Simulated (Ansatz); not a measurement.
`B[S][GaH][SiH3]` + H₂S → `[SiH3][GaH][SH]` + `BS` at 298.15 K and 1 bar (ligand exchange at a Ga–S bond).

Gas-phase electronic energies from Ansatz, PBE0-D4/def2-TZVP geometries. CCSD(T)/CBS adds triple-zeta CCSD(T) − MP2 to the extrapolated MP2 energy (def2 sets, frozen cores). This one scheme is used for every species. For Ga outer-core shells are correlated without core-valence functions, which leaves a few kJ/mol of doubt a bond. Scalar relativity is left out up to krypton. Each species was taken in one conformer, which may not be the lowest.

| species | CCSD(T)/CBS energy (Eh) | H − E (kJ/mol) | S (J/(mol·K)) |
| --- | --- | --- | --- |
| `B[S][GaH][SiH3]` | -2639.22992 | 166.4 | 375.9 |
| H₂S | -398.97279 | 49.9 | 205.7 |
| `[SiH3][GaH][SH]` | -2613.82650 | 127.4 | 349.8 |
| `BS` | -424.38198 | 90.6 | 245.0 |

H − E and S are ideal-gas, rigid-rotor, harmonic terms from PBE0-D4/def2-TZVP, for one conformer and one mirror image of each species. 1 Eh = 2625.50 kJ/mol, R = 8.31446 J/(mol·K).

**Question.** By hand: ΔE, ΔH, ΔS and ΔG.

**Answer.** ΔE = (-2613.82650) + (-424.38198) − (-2639.22992) − (-398.97279) = -0.00577 Eh = -15.1 kJ/mol. Δ(H − E) = 127.4 + 90.6 − 166.4 − 49.9 = 1.7, so ΔH = -13.4 kJ/mol. ΔS = 349.8 + 245.0 − 375.9 − 205.7 = 13.2 J/(mol·K). ΔG = -13.4 − 298.15 × (13.2)/1000 = -17.3 kJ/mol.

**Question.** By hand: the equilibrium constant, and the temperature at which ΔG would vanish if ΔH and ΔS stayed fixed.

**Answer.** log₁₀ K = −ΔG/(RT ln 10) = 3.0. ΔH and −TΔS have one sign here, so there is no such temperature.

The number of gas molecules stays the same, so ΔS is small and ΔH decides. A doubt of 5 kJ/mol in ΔE shifts log₁₀ K by 0.9 here. Other conformers and mirror images would add mixing entropy, several J/(mol·K) or more a flexible species. Modes under 60 cm⁻¹, often nearly free rotors, make the harmonic entropy too high. These are equilibria of isolated gas molecules and say nothing of rates. Largest T1 diagnostic: 0.015 (customary marks: 0.02 for closed shells, 0.045 for open ones).
